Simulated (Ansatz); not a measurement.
Basis-set series for `C[N]([GeH3])[Si](C)(C)C`. Total charge 0; spin multiplicity 1. The structure was optimised at the PBE0-D4/def2-TZVP level. It is one conformer, not always the lowest.

```
functional       basis  functions  energy (Eh)  HOMO (eV)  LUMO (eV)
   PBE0-D4  def2-TZVPP        455  -2582.21962      -6.45       0.61
   PBE0-D4  def2-QZVPP        894  -2582.28754      -6.46       0.31
   ωB97M-V  def2-TZVPP        455  -2582.58786      -8.74       2.08
   ωB97M-V  def2-QZVPP        894  -2582.65359      -8.75       1.52
```

(1) Give the rows for def2-SVP. (Estimate.)

Answers

(1) Ansatz gave: 
```
functional     basis  functions  energy (Eh)  HOMO (eV)  LUMO (eV)
   PBE0-D4  def2-SVP        195  -2581.61298      -6.34       0.99
   ωB97M-V  def2-SVP        195  -2581.96631      -8.61       2.71
```

Positive LUMOs are unbound and depend on the basis. Scalar relativity is left out up to krypton.
